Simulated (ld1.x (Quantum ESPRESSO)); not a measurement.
## Ca, TM: configuration errors across variants

| Quantity | Value |
| --- | --- |
| Element | Ca (Z = 20) |
| Generator | ld1.x (Quantum ESPRESSO) 7.5 |
| Type | norm-conserving Troullier–Martins (Kleinman–Bylander form) |
| Functional | LDA (PZ) |
| Relativity | fully relativistic |
| Frozen core | [Ne] |
| Valence charge | 10 |
| Reference configuration | 3s2 3p6 3d0 4s2 4p0 |
| Partial waves | 3s (bound): rc 1.45 bohr; 3p (bound): rc 1.10 bohr; 3d (bound, empty): rc 2.65 bohr |
| Local potential | all-electron potential smoothed inside 1.60 bohr (lloc = -1) |
| Core correction | none |

Open shells are filled in proportion to 2j + 1 (rel_dist='average').

Occupied shells without a wave of their own: 4s. They enter only through the test configuration that unscreens the potential.

All-electron excitation energies from the reference (eV): (1) 3s2 3p6 3d0 4s1 4p0 6.463; (2) 3s2 3p6 3d0 4s0 4p0 18.413; (3) 3s2 3p6 3d0 4s1.5 4p0 2.567; (4) 3s2 3p5 3d0 4s2 4p0 34.657; (5) 3s2 3p6 3d0 4s1 4p1 2.491; (6) 3s2 3p6 3d1 4s1 4p0 2.242; (7) 3s2 3p6 3d1 4s0 4p0 7.799.

Tests that are not counted but printed errors over 1 eV. “all radii scaled by about 1.36 (s 1.96, p 1.50, d 3.60 bohr); local potential all-electron potential smoothed inside 2.18 bohr (lloc = -1)”: 3s2 3p6 3d1 4s1 4p0 (solver errors, printed error -4.6 eV).

1 further variants failed, have other tests or too few solved ones, and are left out.

The file “all radii scaled by about 1.36 (s 1.96, p 1.50, d 3.60 bohr); local potential all-electron potential smoothed inside 2.18 bohr (lloc = -1)” misses its own reference levels by 0.9 eV.

Errors AE − PS in meV (a dash: test not solved or not reliable):

| change | (1) | (2) | (3) | (4) | (5) | (6) | (7) | bound ghosts |
| --- | --- | --- | --- | --- | --- | --- | --- | --- |
| base | -1.5 | -5.4 | -0.6 | +33 | +8.1 | +28 | +53 | none |
| all radii scaled by about 0.76 (s 1.10, p 0.84, d 2.02 bohr); local potential all-electron potential smoothed inside 1.22 bohr (lloc = -1) | -61 | -171 | -26 | +53 | -41 | -24 | -75 | not determined |
| all radii scaled by about 0.86 (s 1.24, p 0.94, d 2.28 bohr); local potential all-electron potential smoothed inside 1.38 bohr (lloc = -1) | -42 | -117 | -18 | +40 | -29 | -8.0 | -35 | not determined |
| all radii scaled by about 1.05 (s 1.52, p 1.16, d 2.78 bohr); local potential all-electron potential smoothed inside 1.68 bohr (lloc = -1) | +34 | +92 | +14 | +17 | +29 | +54 | +120 | none |
| all radii scaled by about 1.36 (s 1.96, p 1.50, d 3.60 bohr); local potential all-electron potential smoothed inside 2.18 bohr (lloc = -1) | -1248 | -3540 | -525 | +414 | -1016 | – | -1850 | none |

Problem. Give the same row for: all radii scaled by about 1.16 (s 1.68, p 1.28, d 3.08 bohr); local potential all-electron potential smoothed inside 1.86 bohr (lloc = -1).

Solution. +210, +575, +89, -45, +157, +169, +420; bound ghosts: none.
